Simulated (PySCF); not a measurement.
NMR data sheet: C6H6O2

```
Formula                               : C6H6O2
SMILES                                : O=CC1=COC=CC1
Point group of the computed structure : Cs
Degrees of unsaturation               : 4
Carbon signals                        : 6
Proton signals                        : 5
```

Numbering as in the mapped SMILES `[O:1]=[CH:2][C:3]1=[CH:4][O:5][CH:6]=[CH:7][CH2:8]1` (H(Xn): hydrogen on atom n).

Calculated, not measured (PySCF 2.14.0 with density-fitted response routines): geometry: GFN2-xTB, shieldings: GIAO PBE0/pcSseg-1. One averaged value for each set of equivalent atoms, no relativistic terms, single conformer, in vacuum.

Referencing at the same level of theory: 1H (σref 31.72) and 13C (σref 186.93) vs TMS; H2O for 17O (σref 336.08).

| carbon | δC, type | δH (multiplicity) | HMBC from (2–3 bonds) | span of the C tensor (ppm) |
| --- | --- | --- | --- | --- |
| C2 | 192.7, CH | 9.61 (s) | H(C4), H(C8) | 188 |
| C3 | 121.8, C | – | H(C2), H(C4), H(C7), H(C8) | 163 |
| C4 | 166.2, CH | 7.02 (s) | H(C2), H(C6), H(C8) | 185 |
| C6 | 146.5, CH | 6.54 (d) | H(C4), H(C7), H(C8) | 166 |
| C7 | 114.0, CH | 5.36 (m) | H(C6), H(C8) | 193 |
| C8 | 22.2, CH2 | 2.99 (m) | H(C2), H(C4), H(C6), H(C7) | 35 |

Other nuclei:
| atoms | nucleus | environment | δ (ppm) | σ (ppm) |
| --- | --- | --- | --- | --- |
| O1 | 17O | aldehyde oxygen | 657.6 | -321.5 |
| O5 | 17O | ether oxygen | 181.4 | 154.7 |

Carbon types of the structure: 1 × C, 4 × CH, 1 × CH2, which accounts for all hydrogens. δC 192.7: aldehyde carbonyl carbon; the double bond to the heteroatom, with no lone-pair donor beside it, deshields it most. δC 166.2, 146.5: alkene carbon bearing oxygen; an sp2 carbon further deshielded by the attached heteroatom. δC 121.8, 114.0: β carbon of an enol-ether or enamine type C=C. δH 9.61: hydrogen on an aldehyde carbonyl carbon; the C=O anisotropy and electron withdrawal place aldehyde protons far downfield. δH 7.02, 6.54: hydrogen on an alkene carbon bearing oxygen; attached to an sp2 carbon and in the plane of the double bond.

Shifts are as computed. Against solution values, carbons near 30 ppm lie about +3 ppm off and those near 130 ppm about +5 ppm. Of 1211 compounds with measured shifts, 218 miss one by over three times the rms of a fit or turn the order of signals round; such compounds aren't used in these exercises. Unscaled 17O shifts of doubly bonded oxygen tend to come out too high, by tens of ppm or more. Experimental scales use liquid or dissolved standards, which lie at an offset from isolated H2O (liquid H2O: subtract about 36 ppm). Multiplicities follow the n + 1 count of equivalent neighbours, as no J values were calculated; m marks all less simple cases, F and P coupling included.
